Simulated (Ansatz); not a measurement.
Reaction: SeCl2 (SMILES Cl[Se]Cl) → SeCl2 (parent SMILES Cl[Se]Cl, triplet)
Each species at its own B3LYP-D3(BJ)/def2-TZVP minimum (Ansatz, an electronic-structure program).

Total energies in hartree (Ansatz). Open shells are spin-unrestricted; no spin-orbit coupling. Cores are frozen in correlated methods (noble-gas shells, and filled d and f shells in the p block). No relativity. The UHF reference of Cl2Se (parent SMILES Cl[Se]Cl, triplet) is spin-contaminated (<S^2> up to 0.03 over the pure value in the sets run). The spin of Cl2Se (parent SMILES Cl[Se]Cl, triplet) was assumed, and the state is the lowest solution found for it.

```tsv
species	HF/def2-TZVPP	CCSD(T)/def2-TZVPP	HF/def2-QZVPP	CCSD(T)/def2-QZVPP	CCSD(T)/def2-SVP	CCSDT(Q)/def2-SVP
1: SeCl2 (chloro selenohypochlorite, SMILES Cl[Se]Cl)	-3318.86472	-3319.46127	-3318.93979	-3319.59113	-3318.66617	-3318.66811
2: SeCl2 (parent SMILES Cl[Se]Cl, triplet)	-3318.83078	-3319.41783	-3318.90497	-3319.54541	-3318.62645	-3318.63015
```

### Question
Work out the adiabatic triplet-singlet gap (electronic) in kJ/mol: take Hartree-Fock from def2-QZVPP, extrapolate the CCSD(T) correlation energy as X^-3 (X = 3, 4), and add CCSDT(Q) - CCSD(T) in def2-SVP. 1 hartree = 2625.5 kJ/mol.

### Answer

Species 1: correlation (64·(-0.65134) - 27·(-0.59655))/37 = -0.69132; step -0.00194; E1 = -3318.93979 + (-0.69132) + (-0.00194) = -3319.63305
Species 2: correlation (64·(-0.64044) - 27·(-0.58705))/37 = -0.67940; step -0.00370; E2 = -3318.90497 + (-0.67940) + (-0.00370) = -3319.58807
-1·E1 +1·E2 = 0.04498 hartree = 118.1 kJ/mol.
